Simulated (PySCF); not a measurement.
Si(NCO)2Me2, C₄H₆N₂O₂Si.
Bonds: Si1–N2, Si1–N5, Si1–C8, Si1–C12, N2–C3, C3–O4, N5–C6, C6–O7. Hydrogens: H9, H10, H11 on C8; H13, H14, H15 on C12.

Theory: PBE0-D3(BJ)/def2-SVP geometry optimisation, gas phase in PySCF.

Q: Give the optimised bond lengths and angles.

A: 
```json
{"bond": "Si1–N2, Si1–N5", "length (bohr)": "3.261"}
{"bond": "Si1–C8, Si1–C12", "length (bohr)": "3.511"}
{"bond": "N2–C3, N5–C6", "length (bohr)": "2.261"}
{"bond": "C3–O4, C6–O7", "length (bohr)": "2.207"}
{"bond": "C8–H9 and 5 like bonds", "length (bohr)": "2.080"}
```

Bonds in one row agree within 0.02 bohr and their mean is given. A selection of angles:
```json
{"angle": "N2–Si1–N5", "degrees": "107.1"}
{"angle": "N2–Si1–C8", "degrees": "108.9"}
{"angle": "C8–Si1–C12", "degrees": "114.2"}
{"angle": "Si1–N2–C3", "degrees": "176.8"}
{"angle": "N2–C3–O4", "degrees": "179.5"}
{"angle": "Si1–C8–H9", "degrees": "110.7"}
{"angle": "H9–C8–H10", "degrees": "108.3"}
{"angle": "Si1–C12–H14", "degrees": "110.5"}
```

Si1 (silicon bonded to 2 C and 2 N) is distorted tetrahedral (angles from 107.1° to 114.2°).

Point group: near C2v, missed by 0.09 Å at most; the miss may be what the optimiser left on a soft mode (C2 holds within 0.08 Å). No PBE0-D3(BJ)/def2-SVP frequencies stand behind this structure, so it isn't proved a minimum.
